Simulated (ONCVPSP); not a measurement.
# titanium (Ti), ONCV: configuration errors across variants

- Element: Ti
- Generator: ONCVPSP 4.0.1
- Type: optimised norm-conserving Vanderbilt (ONCV)
- Functional: PBE
- Relativity: scalar-relativistic
- Frozen core: [Ar]
- Valence charge: 4
- Reference configuration: 3d2 4s1 (charge +1)
- Partial waves: 4s: rc 2.65 bohr, ncon 4, nbas 8, qcut 2 1/bohr, 2 projectors, debl 1.9 Ha; p scattering state at 0.13 Ha: rc 2.10 bohr, ncon 4, nbas 7, qcut 3.7 1/bohr, 2 projectors, debl 0.6 Ha; 3d: rc 1.70 bohr, ncon 4, nbas 8, qcut 9.7 1/bohr, 2 projectors, debl 3.3 Ha
- Local potential: polynomial inside 1.30 bohr (lpopt 5, dvloc0 3 Ha)
- Core correction: Teter function fitted to the true core (icmod 2), fcfact 0.65

All-electron excitation energies from the reference (eV): (1) 3d2 4s2 -7.347; (2) 3d2 4s0 13.572; (3) 3d1 4s0 40.520; (4) 3d2 4s0 4p2 -1.059.

2 further variants failed, have other tests or too few solved ones, and are left out.

A true bound ghost makes a file unfit for plane-wave use even where its test errors are small: the radial tests pick states by their node count and pass the ghost by.

Errors AE − PS in meV (a dash: test not solved or not reliable):

| change | (1) | (2) | (3) | (4) | bound ghosts | GHOST(+) flags above zero |
| --- | --- | --- | --- | --- | --- | --- |
| base | +2.4 | -3.4 | -318 | +2.6 | p | s |
| all radii but the core radius scaled by about 1.05 (s 2.78, p 2.22, d 1.78 bohr); local potential polynomial inside 1.36 bohr (lpopt 5, dvloc0 3 Ha) | +2.5 | -5.2 | -327 | -0.9 | p | s |
| core correction Teter function, fcfact 2, rcfact 1.2 | +21 | +119 | +176 | +14 | p | s |
| d: qcut 10.5 | +2.3 | -3.6 | -329 | +2.6 | p | s |
| s: qcut 2.1; p: qcut 3.8; d: qcut 10 | +2.2 | -3.2 | -313 | +3.0 | p | s |

Q: Give the same row for: d: ncon 3, nbas 7.

A: +2.5, -3.3, -313, +2.6; bound ghosts: p; GHOST(+) flags above zero: s.
